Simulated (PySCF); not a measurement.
Isomers of C6H13FO, one GFN2-xTB conformer each. Single-point energies are computed at PBE0/pcSseg-1 (PySCF, gas phase, no added dispersion term), electronic only.

| SMILES | GFN2-xTB relative energy (kJ/mol) |
| --- | --- |
| CO[C@H](F)C(C)(C)C | 9.4 |
| CC[C@@H](F)[C@@H](C)OC | 48.5 |
| C[C@@H](F)OC(C)(C)C | 0.0 |

Conformers: `[CH3:1][O:2][C@H:3]([F:4])[C:5]([CH3:6])([CH3:7])[CH3:8]` with C1–O2–C3–F4 -65°; `[CH3:1][CH2:2][C@@H:3]([F:4])[C@@H:5]([CH3:6])[O:7][CH3:8]` with C1–C2–C3–F4 57°, C2–C3–C5–C6 43°, C3–C5–O7–C8 73°; `[CH3:1][C@@H:2]([F:3])[O:4][C:5]([CH3:6])([CH3:7])[CH3:8]` with C1–C2–O4–C5 160°.

Question: What does PBE0/pcSseg-1 give for the same structures?

Answer: 
```json
{"SMILES": "C[C@@H](F)OC(C)(C)C", "PBE0/pcSseg-1 E (Eh)": "-411.03279", "PBE0/pcSseg-1 (kJ/mol)": "0.0", "GFN2-xTB (kJ/mol)": "0.0", "point group": "C1"}
{"SMILES": "CO[C@H](F)C(C)(C)C", "PBE0/pcSseg-1 E (Eh)": "-411.02641", "PBE0/pcSseg-1 (kJ/mol)": "16.7", "GFN2-xTB (kJ/mol)": "9.4", "point group": "C1"}
{"SMILES": "CC[C@@H](F)[C@@H](C)OC", "PBE0/pcSseg-1 E (Eh)": "-411.01014", "PBE0/pcSseg-1 (kJ/mol)": "59.4", "GFN2-xTB (kJ/mol)": "48.5", "point group": "C1"}
```

Both levels put the same isomer lowest; measured from each level's own lowest isomer, the values differ by up to 10.9 kJ/mol (CC[C@@H](F)[C@@H](C)OC: 48.5 against 59.4). 

Question: Which frontier levels, dipoles and rotational constants go with these structures?

Answer: 
| SMILES | HOMO (eV, PBE0/pcSseg-1) | LUMO (eV) | dipole (D) | A, B, C (MHz) |
| --- | --- | --- | --- | --- |
| C[C@@H](F)OC(C)(C)C | -8.13 | 1.30 | 1.96 | 3111, 1359, 1222 |
| CO[C@H](F)C(C)(C)C | -8.22 | 1.47 | 1.45 | 2952, 1504, 1303 |
| CC[C@@H](F)[C@@H](C)OC | -7.25 | 1.63 | 1.14 | 3085, 1329, 997.2 |
